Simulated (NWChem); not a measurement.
System: SiH$_{3}$OBr; SMILES [SiH2](Br)O

Input file for NWChem:

```
start job
memory heap 200 mb stack 900 mb global 1100 mb
geometry units angstroms noautoz
  Si    -0.511501    -1.067807    -0.017602
  O      0.817879    -2.045173    -0.105045
  Br     0.058304     1.089859    -0.034008
  H     -1.316387    -1.348634    -1.228682
  H     -1.282331    -1.274053     1.240165
  H      1.463734    -1.988827     0.605963
end
basis spherical
  Si library 6-31g*
  O library 6-31g*
  Br library 6-31g*
  H library 6-31g*
end
dft
  xc r2scan
  grid fine
  iterations 150
  mulliken
end
task dft gradient
```

Parts of the log:

```
             Northwest Computational Chemistry Package (NWChem) 7.3.0
             --------------------------------------------------------

 C1  symmetry detected

                             Geometry "geometry" -> ""
                             -------------------------

 Output coordinates in angstroms (scale by  1.889725989 to convert to a.u.)

  No.       Tag          Charge          X              Y              Z
 ---- ---------------- ---------- -------------- -------------- --------------
    1 Si                  14.0000    -0.55565704    -1.08562354     0.00576408
    2 O                    8.0000     0.73886828    -2.11021131    -0.06180707
    3 Br                  35.0000     0.09129400     1.05019775    -0.00806463
    4 H                    1.0000    -1.35408898    -1.34080793    -1.21522217
    5 H                    1.0000    -1.34986624    -1.26063638     1.25368089
    6 H                    1.0000     1.37691754    -2.07505678     0.65756295

 Effective nuclear repulsion energy (a.u.)     237.1176977439

                                 NWChem DFT Module
                                 -----------------

 Summary of "ao basis" -> "ao basis" (spherical)
 ------------------------------------------------------------------------------
       Tag                 Description            Shells   Functions and Types
 ---------------- ------------------------------  ------  ---------------------
 Si                          6-31g*                  8       18   4s3p1d
 O                           6-31g*                  6       14   3s2p1d
 Br                          6-31g*                 12       32   5s4p3d
 H                           6-31g*                  2        2   2s

            General Information
            -------------------
          SCF calculation type: DFT
          Wavefunction type:  closed shell.
          No. of atoms     :     6
          No. of electrons :    60
           Alpha electrons :    30
            Beta electrons :    30
          Charge           :     0
          Spin multiplicity:     1
          Use of symmetry is: off; symmetry adaption is: off
          Maximum number of iterations: 150
          AO basis - number of functions:    70
                     number of shells:    32
          Convergence on energy requested:  1.00D-06
          Convergence on density requested:  1.00D-05
          Convergence on gradient requested:  5.00D-04

              XC Information
              --------------
                      r^2SCAN Method XC Functional
               r^2SCAN metaGGA Exchange Functional  1.000
                     r^2SCAN Correlation Potential  1.000

             Grid Information
             ----------------
          Grid used for XC integration:  fine
          Radial quadrature: Mura-Knowles
          Angular quadrature: Lebedev.
          Tag              B.-S. Rad. Rad. Pts. Rad. Cut. Ang. Pts.
          ---              ---------- --------- --------- ---------
          Si                  1.10      123           9.0       770
          O                   0.60       70          10.0       590
          Br                  1.15      140          10.0       974
          H                   0.35       60          10.0       590
          Grid pruning is: on
          Number of quadrature shells:   513
          Spatial weights used:  Erf1

      Superposition of Atomic Density Guess
      -------------------------------------

 Sum of atomic energies:       -2937.15363590

      Non-variational initial energy
      ------------------------------

 Total energy =   -2937.912375
 1-e energy   =   -4558.776662
 2-e energy   =    1383.746589
 HOMO         =      -0.365655
 LUMO         =       0.051716

     ---------------------------------------------
      Total Density - Mulliken Population Analysis
     ---------------------------------------------

    Atom       Charge   Shell Charges
 -----------   ------   -------------------------------------------------------
    1 Si  14    12.98   2.00  2.00  5.97  0.89  1.34  0.26  0.33  0.19
    2 O    8     9.02   2.00  0.93  3.15  0.90  2.03  0.01
    3 Br  35    35.43   2.00  2.00  6.00  2.00  5.99  1.56  3.94  0.39  1.53  6.97  2.93  0.12
    4 H    1     1.06   0.47  0.59
    5 H    1     1.07   0.47  0.60
    6 H    1     0.44   0.35  0.09

   convergence    iter        energy       DeltaE   RMS-Dens  Diis-err
 ---------------- ----- ----------------- --------- --------- ---------
 d= 0,ls=0.0,diis     1  -2940.2701469067 -3.18D+03  1.79D-02  6.02D-01
 d= 0,ls=0.0,diis     2  -2940.1893118387  8.08D-02  1.19D-02  1.39D+00
 d= 0,ls=0.0,diis     3  -2940.3321901960 -1.43D-01  2.63D-03  4.56D-02
 d= 0,ls=0.0,diis     4  -2940.3354978186 -3.31D-03  1.38D-03  8.90D-03
 d= 0,ls=0.0,diis     5  -2940.3366348404 -1.14D-03  2.40D-04  2.41D-04
  Resetting Diis
 d= 0,ls=0.0,diis     6  -2940.3366710258 -3.62D-05  2.82D-05  2.37D-06
 d= 0,ls=0.0,diis     7  -2940.3366713475 -3.22D-07  1.28D-05  3.33D-07
 d= 0,ls=0.0,diis     8  -2940.3366713475 -9.55D-12  6.48D-06  3.61D-07

         Total DFT energy =    -2940.336671347533
      One electron energy =    -4561.294671062879
           Coulomb energy =     1505.772096485342
    Exchange-Corr. energy =     -121.931794513894
 Nuclear repulsion energy =      237.117697743899

 Numeric. integr. density =       59.999999850679

                       DFT Final Molecular Orbital Analysis
                       ------------------------------------

 Vector   28  Occ=2.000000D+00  E=-2.999766D-01
              MO Center=  2.9D-01, -1.2D+00,  1.2D-01, r^2= 3.2D+00
   Bfn.  Coefficient  Atom+Function         Bfn.  Coefficient  Atom+Function
  ----- ------------  ---------------      ----- ------------  ---------------
    23     -0.305743  2 O  pz                21      0.295022  2 O  px
    22      0.271989  2 O  py                44      0.257137  3 Br py
    27     -0.235853  2 O  pz                43      0.235570  3 Br px
    25      0.224171  2 O  px                26      0.213776  2 O  py
    68      0.213849  5 H  s                 45      0.173571  3 Br pz

 Vector   29  Occ=2.000000D+00  E=-2.782494D-01
              MO Center=  1.1D-01,  6.2D-01, -1.8D-02, r^2= 2.6D+00
   Bfn.  Coefficient  Atom+Function         Bfn.  Coefficient  Atom+Function
  ----- ------------  ---------------      ----- ------------  ---------------
    43      0.677903  3 Br px                39     -0.304211  3 Br px
    47      0.290593  3 Br px                44     -0.270932  3 Br py
    22     -0.221398  2 O  py                26     -0.165597  2 O  py
    48     -0.126137  3 Br py                40      0.120659  3 Br py
    35      0.091289  3 Br px                12     -0.068803  1 Si py

 Vector   30  Occ=2.000000D+00  E=-2.711330D-01
              MO Center= -1.2D-01,  6.0D-01,  2.1D-02, r^2= 2.7D+00
   Bfn.  Coefficient  Atom+Function         Bfn.  Coefficient  Atom+Function
  ----- ------------  ---------------      ----- ------------  ---------------
    45      0.711815  3 Br pz                41     -0.318987  3 Br pz
    49      0.316831  3 Br pz                68     -0.202116  5 H  s
    66      0.174039  4 H  s                 67     -0.126885  5 H  s
    65      0.107473  4 H  s                  9     -0.105998  1 Si pz
    37      0.095704  3 Br pz                43     -0.088648  3 Br px

 Vector   31  Occ=0.000000D+00  E=-3.287003D-03
              MO Center= -2.6D-01, -3.8D-01,  5.8D-02, r^2= 4.2D+00
   Bfn.  Coefficient  Atom+Function         Bfn.  Coefficient  Atom+Function
  ----- ------------  ---------------      ----- ------------  ---------------
    10      0.847098  1 Si s                 48      0.697202  3 Br py
    12      0.687670  1 Si py                46     -0.641606  3 Br s
    11      0.511180  1 Si px                 8      0.459032  1 Si py
     6      0.409998  1 Si s                 44      0.397273  3 Br py
    42      0.295902  3 Br s                 26     -0.238537  2 O  py

 Vector   32  Occ=0.000000D+00  E= 2.391109D-04
              MO Center= -3.3D-01, -1.2D+00,  1.7D-01, r^2= 4.3D+00
   Bfn.  Coefficient  Atom+Function         Bfn.  Coefficient  Atom+Function
  ----- ------------  ---------------      ----- ------------  ---------------
    24     -0.703573  2 O  s                 11      0.688962  1 Si px
    12     -0.682535  1 Si py                 8     -0.300024  1 Si py
     7      0.294601  1 Si px                46      0.295641  3 Br s
    66      0.280957  4 H  s                 47     -0.264343  3 Br px
    70      0.240745  6 H  s                 43     -0.211991  3 Br px

 Vector   33  Occ=0.000000D+00  E= 7.450534D-02
              MO Center= -8.9D-01, -1.4D+00, -7.4D-03, r^2= 3.6D+00
   Bfn.  Coefficient  Atom+Function         Bfn.  Coefficient  Atom+Function
  ----- ------------  ---------------      ----- ------------  ---------------
    66      1.091414  4 H  s                  6     -0.775112  1 Si s
    68      0.752831  5 H  s                 11      0.711062  1 Si px
    12      0.519230  1 Si py                10     -0.503394  1 Si s
    70     -0.467310  6 H  s                  7      0.359594  1 Si px
    24      0.309047  2 O  s                 46     -0.233363  3 Br s

     ---------------------------------------------
      Total Density - Mulliken Population Analysis
     ---------------------------------------------

    Atom       Charge   Shell Charges
 -----------   ------   -------------------------------------------------------
    1 Si  14    13.30   2.00  2.00  5.96  0.95  1.72  0.16  0.24  0.27
    2 O    8     8.72   2.00  0.90  2.93  0.95  1.93  0.02
    3 Br  35    35.29   2.00  2.00  6.00  2.00  5.99  1.61  3.90  0.36  1.42  6.95  2.91  0.17
    4 H    1     1.06   0.51  0.56
    5 H    1     1.08   0.51  0.57
    6 H    1     0.55   0.46  0.09

     -------------------------------------------
      Total Density - Lowdin Population Analysis
     -------------------------------------------

    Atom       Charge   Shell Charges
 -----------   ------   -------------------------------------------------------
    1 Si  14    13.54   2.00  1.98  5.88  0.66  1.56  0.35  0.73  0.38
    2 O    8     8.53   1.99  0.87  2.78  0.72  2.14  0.03
    3 Br  35    35.20   2.00  2.00  5.99  2.00  5.91  1.28  3.55  0.58  1.87  6.71  3.07  0.25
    4 H    1     1.03   0.50  0.53
    5 H    1     1.05   0.50  0.55
    6 H    1     0.65   0.43  0.22

     Multipole analysis of the density
     ---------------------------------

     L   x y z        total         alpha         beta         nuclear
     -   - - -        -----         -----         ----         -------
     0   0 0 0     -0.000000    -30.000000    -30.000000     60.000000

     1   1 0 0      0.053444      0.026722      0.026722     -0.000000
     1   0 1 0     -0.483457     -0.241728     -0.241728     -0.000000
     1   0 0 1      0.499657      0.249829      0.249829      0.000000

     2   2 0 0    -26.529072    -39.214185    -39.214185     51.899298
     2   1 1 0     -0.440869     -0.198479     -0.198479     -0.043911
     2   1 0 1      1.787049      0.138815      0.138815      1.509419
     2   0 2 0    -29.286371   -190.373294   -190.373294    351.460218
     2   0 1 1     -2.177599      0.082807      0.082807     -2.343213
     2   0 0 2    -28.003515    -20.276425    -20.276425     12.549335

            General Information
            -------------------
          SCF calculation type: DFT
          Wavefunction type:  closed shell.
          No. of atoms     :     6
          No. of electrons :    60
           Alpha electrons :    30
            Beta electrons :    30
          Charge           :     0
          Spin multiplicity:     1
          Use of symmetry is: off; symmetry adaption is: off
          Maximum number of iterations: 150
          AO basis - number of functions:    70
                     number of shells:    32
          Convergence on energy requested:  1.00D-06
          Convergence on density requested:  1.00D-05
          Convergence on gradient requested:  5.00D-04

              XC Information
              --------------
                      r^2SCAN Method XC Functional
               r^2SCAN metaGGA Exchange Functional  1.000
                     r^2SCAN Correlation Potential  1.000

             Grid Information
             ----------------
          Grid used for XC integration:  fine
          Radial quadrature: Mura-Knowles
          Angular quadrature: Lebedev.
          Tag              B.-S. Rad. Rad. Pts. Rad. Cut. Ang. Pts.
          ---              ---------- --------- --------- ---------
          Si                  1.10      123           9.0       770
          O                   0.60       70          10.0       590
          Br                  1.15      140          10.0       974
          H                   0.35       60          10.0       590
          Grid pruning is: on
          Number of quadrature shells:   513
          Spatial weights used:  Erf1

          Convergence Information
          -----------------------
          Convergence aids based upon iterative change in
          total energy or number of iterations.
          Levelshifting, if invoked, occurs when the
          HOMO/LUMO gap drops below (HL_TOL):  1.00D-02
          DIIS, if invoked, will attempt to extrapolate
          using up to (NFOCK): 10 stored Fock matrices.

                    Damping( 0%)  Levelshifting(0.5)       DIIS
                  --------------- ------------------- ---------------
          dE  on:    start            ASAP                start
          dE off:    2 iters        150 iters           150 iters

                            NWChem DFT Gradient Module
                            --------------------------

  charge          =   0.00
  wavefunction    = closed shell

                         DFT ENERGY GRADIENTS

    atom               coordinates                        gradient
                 x          y          z           x          y          z
   1 Si     -1.050040  -2.051531   0.010893   -0.000154   0.002225  -0.001001
   2 O       1.396259  -3.987721  -0.116798    0.004771   0.000028   0.005067
   3 Br      0.172521   1.984586  -0.015240    0.000074  -0.001080   0.000013
   4 H      -2.558857  -2.533760  -2.296437   -0.001262  -0.000029  -0.001408
   5 H      -2.550877  -2.382257   2.369113   -0.000415  -0.000548   0.001390
   6 H       2.601997  -3.921289   1.242614   -0.003014  -0.000597  -0.004061
```

Level: r2SCAN/6-31G* (spherical d). Structure relaxed at the PBE0/def2-SVP level.
